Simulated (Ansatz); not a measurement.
One change: `[CH3][Al]([SH])[SH]` becomes `[SiH3][O][Al]([SH])[SH]`.

Ansatz, PBE0-D4/def2-TZVP geometries, multiplicity 1. Each molecule was computed in one conformer, which needn't be the lowest.

| property | `[CH3][Al]([SH])[SH]` |
| --- | --- |
| HOMO energy (PBE0/def2-TZVPP) / eV | -7.46 |
| size of the dipole moment (ωB97M-V/def2-TZVPP) / D | 2.63 |
| HOMO–LUMO gap (ωB97M-V/def2-TZVPP) / eV | 10.73 |
| LUMO energy (PBE/def2-TZVPP) / eV | -1.29 |
| HOMO–LUMO gap (B3LYP/def2-TZVPP) / eV | 6.48 |
| size of the dipole moment (B3LYP/def2-TZVPP) / D | 2.60 |

Give the same properties after the change, and the shifts. (Estimate.)

Computed: 
| property | `[SiH3][O][Al]([SH])[SH]` | shift |
| --- | --- | --- |
| HOMO energy (PBE0/def2-TZVPP) / eV | -7.70 | -0.24 |
| size of the dipole moment (ωB97M-V/def2-TZVPP) / D | 1.46 | -1.17 |
| HOMO–LUMO gap (ωB97M-V/def2-TZVPP) / eV | 10.73 | 0.00 |
| LUMO energy (PBE/def2-TZVPP) / eV | -1.59 | -0.30 |
| HOMO–LUMO gap (B3LYP/def2-TZVPP) / eV | 6.44 | -0.04 |
| size of the dipole moment (B3LYP/def2-TZVPP) / D | 1.45 | -1.15 |

Dipoles are sizes alone; their direction can turn.

B3LYP here is the variant with VWN-RPA as its local correlation; programs differ in this.
